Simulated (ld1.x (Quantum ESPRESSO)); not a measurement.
Transferability test, TM semilocal potential for calcium

calcium, norm-conserving Troullier–Martins (semilocal form), made with ld1.x (Quantum ESPRESSO) 7.5 (PBE, scalar-relativistic). Core [Ne], reference 3s2 3p6 3d0 4s1 4p0 (charge +1). Waves: 3p (bound): rc 1.85 bohr; 3d (bound, empty): rc 2.50 bohr; 3s (bound): rc 1.90 bohr. Local part: the s channel. Core correction: none.

Occupied shells without a wave of their own: 4s. They enter only through the test configuration that unscreens the potential.

Energies are relative to the spin-unpolarised reference configuration 3s2 3p6 3d0 4s1 4p0; without spin polarisation the order of configurations can differ from experiment.

Give the all-electron excitation energy and the error of the potential for: 3s2 3p6 3d0 4s2 4p0; 3s2 3p6 3d0 4s0 4p0; 3s2 3p6 3d0 4s1.5 4p0; 3s2 3p6 3d0.5 4s1.5 4p0; 3s2 3p6 3d0 4s0 4p1; 3s2 3p6 3d0 4s0 4p2; 3s2 3p6 3d0 4s1 4p1.

| valence configuration | charge | ΔE all-electron (eV) | error AE − PS (meV) |
| --- | --- | --- | --- |
| 3s2 3p6 3d0 4s2 4p0 | 0 | -6.309 | +509 |
| 3s2 3p6 3d0 4s0 4p0 | +2 | 11.821 | -1013 |
| 3s2 3p6 3d0 4s1.5 4p0 | +0.5 | -3.806 | +301 |
| 3s2 3p6 3d0.5 4s1.5 4p0 | 0 | -5.256 | +243 |
| 3s2 3p6 3d0 4s0 4p1 | +1 | 3.048 | -741 |
| 3s2 3p6 3d0 4s0 4p2 | 0 | -1.358 | -543 |
| 3s2 3p6 3d0 4s1 4p1 | 0 | -3.888 | +39 |

The 4s level has no wave, so the channel is fitted at the deeper level alone: the likely source of the large errors.

The potential misses its own reference levels by up to 0.7 eV.
